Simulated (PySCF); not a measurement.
## Spin–spin coupling constants

Geometry:
```json
{"atom": "N1", "x (Å)": "-3.014", "y (Å)": "-2.007", "z (Å)": "0.100"}
{"atom": "C2", "x (Å)": "-2.549", "y (Å)": "-0.943", "z (Å)": "0.133"}
{"atom": "B3", "x (Å)": "-1.836", "y (Å)": "0.457", "z (Å)": "0.183"}
{"atom": "N4", "x (Å)": "-0.255", "y (Å)": "0.218", "z (Å)": "0.308"}
{"atom": "C5", "x (Å)": "0.301", "y (Å)": "-1.000", "z (Å)": "0.320"}
{"atom": "C6", "x (Å)": "1.676", "y (Å)": "-1.172", "z (Å)": "0.425"}
{"atom": "C7", "x (Å)": "2.493", "y (Å)": "-0.051", "z (Å)": "0.520"}
{"atom": "C8", "x (Å)": "1.902", "y (Å)": "1.213", "z (Å)": "0.507"}
{"atom": "C9", "x (Å)": "0.526", "y (Å)": "1.307", "z (Å)": "0.400"}
{"atom": "H10", "x (Å)": "-2.166", "y (Å)": "1.101", "z (Å)": "1.166"}
{"atom": "H11", "x (Å)": "-2.009", "y (Å)": "1.090", "z (Å)": "-0.846"}
{"atom": "H12", "x (Å)": "-0.394", "y (Å)": "-1.840", "z (Å)": "0.243"}
{"atom": "H13", "x (Å)": "2.088", "y (Å)": "-2.182", "z (Å)": "0.431"}
{"atom": "H14", "x (Å)": "3.577", "y (Å)": "-0.157", "z (Å)": "0.604"}
{"atom": "H15", "x (Å)": "2.499", "y (Å)": "2.123", "z (Å)": "0.579"}
{"atom": "H16", "x (Å)": "0.000", "y (Å)": "2.263", "z (Å)": "0.385"}
```

Indirect spin–spin couplings were computed at B3LYP/pcJ-1 (spin–dipole term only in couplings to heteroatoms) (PySCF 2.14.0 with density-fitted response routines) on a PBE0-D3(BJ)/def2-SVP structure, for the isolated molecule, without vibrational or relativistic corrections. Couplings are averaged over pairs made equivalent by symmetry, fast rotation or ring inversion, so a value needn't be that of the named pair in this geometry, while other rotamers aren't included; one pair stands for each set, and the list holds those of at least 1.5 Hz over up to four bonds, among pairs with at least one B or H atom (others weren't computed).

Isotopes: $^{13}$C, $^{1}$H, $^{11}$B, $^{15}$N.

| pair | bonds | J (Hz) |
| --- | --- | --- |
| C2, B3 | 1 | ? |
| B3, N4 | 1 | -10.2 |
| B3, H10 | 1 | 114.9 |
| C5, H12 | 1 | ? |
| C6, H13 | 1 | ? |
| C7, H14 | 1 | 174.1 |
| C2, H10 | 2 | ? |
| B3, C5 | 2 | 2.3 |
| N4, H12 | 2 | -4.4 |
| C5, H13 | 2 | ? |
| C6, H12 | 2 | 6.2 |
| C6, H14 | 2 | ? |
| H10, H11 | 2 | -23.1 |
| B3, C6 | 3 | 1.9 |
| B3, H12 | 3 | 3.1 |
| N4, H13 | 3 | -3.3 |
| C5, H10 | 3 | 4.5 |
| C5, H14 | 3 | ? |
| C5, H16 | 3 | ? |
| C6, H15 | 3 | 7.8 |
| C7, H12 | 3 | 7.2 |
| H12, H13 | 3 | 6.9 |
| H13, H14 | 3 | 8.5 |
| C6, H10 | 4 | -1.5 |

Estimate the withheld couplings, with signs.

## Answers


- $^{1}J$(C2,B3) = 76.4 Hz (bond length 1.572 Å)
- $^{1}J$(C5,H12) = 197.7 Hz (bond length 1.093 Å, sp2 carbon)
- $^{1}J$(C6,H13) = 177.8 Hz (bond length 1.091 Å, sp2 carbon)
- $^{2}J$(C2,H10) = -6.3 Hz (angle at B3 112°)
- $^{2}J$(C5,H13) = 5.3 Hz (angle at C6 119°)
- $^{2}J$(C6,H14) = 1.6 Hz (angle at C7 121°)
- $^{3}J$(C5,H14) = 7.5 Hz (dihedral angle 180°)
- $^{3}J$(C5,H16) = 7.7 Hz (dihedral angle 180°)
